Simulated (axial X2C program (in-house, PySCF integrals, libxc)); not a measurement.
**Ω levels of SmNC⁺ from open-shell CI on f6 s0**

Computed with an in-house all-electron X2C program for linear molecules (integrals from PySCF): two-component X2C with atomic mean-field Coulomb and Gaunt terms, basis Sm dyall-v3z, N dyall-v3z, C dyall-v3z (cores contracted in-house). Orbitals come from Hartree–Fock averaged over the configuration Sm f6 s0; CI then distributes these electrons over the f, s shells of Sm.

Sm–N–C held linear, bonds 2.264 and 1.170 Å (the second held) (near the minimum of the configuration average).

Lowest levels of this model:

```json
{"Ω": "0", "energy (cm⁻¹)": "0", "g∥": "0.00", "configuration": "100% f6"}
{"Ω": "1", "energy (cm⁻¹)": "161", "g∥": "3.87", "configuration": "100% f6"}
{"Ω": "2", "energy (cm⁻¹)": "611", "g∥": "7.25", "configuration": "100% f6"}
{"Ω": "0", "energy (cm⁻¹)": "670", "g∥": "0.00", "configuration": "100% f6"}
{"Ω": "1", "energy (cm⁻¹)": "965", "g∥": "3.41", "configuration": "100% f6"}
{"Ω": "0", "energy (cm⁻¹)": "1132", "g∥": "0.00", "configuration": "100% f6"}
{"Ω": "3", "energy (cm⁻¹)": "1331", "g∥": "10.35", "configuration": "100% f6"}
{"Ω": "2", "energy (cm⁻¹)": "1538", "g∥": "6.16", "configuration": "100% f6"}
{"Ω": "1", "energy (cm⁻¹)": "1618", "g∥": "3.04", "configuration": "100% f6"}
{"Ω": "0", "energy (cm⁻¹)": "1712", "g∥": "0.00", "configuration": "100% f6"}
{"Ω": "3", "energy (cm⁻¹)": "2276", "g∥": "9.18", "configuration": "100% f6"}
{"Ω": "0", "energy (cm⁻¹)": "2340", "g∥": "0.00", "configuration": "100% f6"}
{"Ω": "4", "energy (cm⁻¹)": "2352", "g∥": "12.80", "configuration": "100% f6"}
{"Ω": "2", "energy (cm⁻¹)": "2357", "g∥": "6.18", "configuration": "100% f6"}
{"Ω": "1", "energy (cm⁻¹)": "2379", "g∥": "2.41", "configuration": "100% f6"}
{"Ω": "0", "energy (cm⁻¹)": "3146", "g∥": "0.00", "configuration": "100% f6"}
{"Ω": "2", "energy (cm⁻¹)": "3150", "g∥": "5.38", "configuration": "100% f6"}
{"Ω": "3", "energy (cm⁻¹)": "3258", "g∥": "8.40", "configuration": "100% f6"}
{"Ω": "4", "energy (cm⁻¹)": "3386", "g∥": "11.93", "configuration": "100% f6"}
{"Ω": "5", "energy (cm⁻¹)": "3478", "g∥": "15.42", "configuration": "100% f6"}
{"Ω": "0", "energy (cm⁻¹)": "3870", "g∥": "0.00", "configuration": "100% f6"}
{"Ω": "3", "energy (cm⁻¹)": "4219", "g∥": "8.04", "configuration": "100% f6"}
{"Ω": "4", "energy (cm⁻¹)": "4391", "g∥": "11.23", "configuration": "100% f6"}
{"Ω": "5", "energy (cm⁻¹)": "4567", "g∥": "14.54", "configuration": "100% f6"}
{"Ω": "6", "energy (cm⁻¹)": "4748", "g∥": "17.97", "configuration": "100% f6"}
```

g∥ is the magnitude of 2⟨Lz + ge Sz⟩ for the +Ω component.

This point took 3 s on 1 thread of Arm Neoverse V1, with other jobs on the host.

Dynamic correlation is missing, so gaps between terms are too wide and other configurations may lie lower; the lowest level listed is that of this model, not necessarily the ground state. At most 4 roots were kept for each Ω > 0 (twice that for Ω = 0) within 2.2 eV of the lowest, so higher up levels can be missing between those listed; levels with Ω > 0 are doubly degenerate and listed once, Ω = 0 levels singly. States that fill the shells left empty in the average are placed too high. The molecule was held linear; bending was not examined.
